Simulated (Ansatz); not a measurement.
A nudged elastic band was laid between two geometries of CH7NOSSi (12 atoms, charge 0, multiplicity 1).

These are results of RKS r2SCAN/STO-3G in Ansatz 0.2.0, not measurements.

| Property | Result |
| --- | --- |
| movable images | 5 |
| climbing image | yes |
| spring | 5.0 eV/Å² |
| optimiser | quadratic models (default) |
| start path | through a guess of the saddle point |
| force threshold | 0.05 eV/Å |
| iteration limit | 60 |
| end points | relaxed |

Image 0:

```xyz
12
Properties=species:S:1:pos:R:3
C -1.857 1.128 -0.487
S -1.453 -0.475 0.290
Si 0.667 -0.333 0.029
N 1.593 -1.793 0.429
O 1.170 0.920 1.083
H -1.532 1.182 -1.539
H -2.949 1.252 -0.467
H -1.412 1.979 0.052
H 0.999 -0.052 -1.364
H 1.421 -2.537 -0.292
H 1.244 -2.225 1.319
H 2.186 0.899 0.981
```

Image 6:

```xyz
12
Properties=species:S:1:pos:R:3
C -1.909 0.715 -0.644
S -1.109 0.753 0.997
Si 0.850 0.190 0.350
N 1.246 -1.526 0.109
O 1.863 0.728 1.621
H -1.961 -0.300 -1.071
H -2.939 1.078 -0.530
H -1.403 1.364 -1.377
H 1.121 0.792 -0.951
H 0.833 -1.874 -0.792
H 0.788 -2.127 0.838
H 2.696 0.153 1.483
```

(1) Which bonds break or form, and what moves?

(2) What energy profile does the band end with?

The band took 8 iterations and about 120 core-seconds.

Answers

(1) No bond is made or broken. The dihedral C1–S2–Si3–O5 goes from 69 to 160°.

(2) The run converged. The highest image is number 0 of 0 to 6, 0.0 kJ/mol above the first end and 3.2 kJ/mol above the last; the last end lies 3.2 kJ/mol below the first. The highest image is an end point: on this band no image between the ends rises above it. Limits of this set-up: minimal basis.

```json
{"image": "0", "path coordinate (Å)": "0.00", "energy (kJ/mol)": "0.0", "dihedral C1–S2–Si3–O5 (°)": "69"}
{"image": "1", "path coordinate (Å)": "0.62", "energy (kJ/mol)": "-0.1", "dihedral C1–S2–Si3–O5 (°)": "85"}
{"image": "2", "path coordinate (Å)": "1.24", "energy (kJ/mol)": "-0.1", "dihedral C1–S2–Si3–O5 (°)": "100"}
{"image": "3", "path coordinate (Å)": "1.88", "energy (kJ/mol)": "-0.3", "dihedral C1–S2–Si3–O5 (°)": "114"}
{"image": "4", "path coordinate (Å)": "2.51", "energy (kJ/mol)": "-1.4", "dihedral C1–S2–Si3–O5 (°)": "131"}
{"image": "5", "path coordinate (Å)": "3.15", "energy (kJ/mol)": "-2.6", "dihedral C1–S2–Si3–O5 (°)": "145"}
{"image": "6", "path coordinate (Å)": "3.78", "energy (kJ/mol)": "-3.2", "dihedral C1–S2–Si3–O5 (°)": "160"}
```

Time of the run: 120 s on 1 thread of Intel(R) Xeon(R) Platinum 8488C (Sapphire Rapids), on a shared host, peak memory 0.14 GiB.
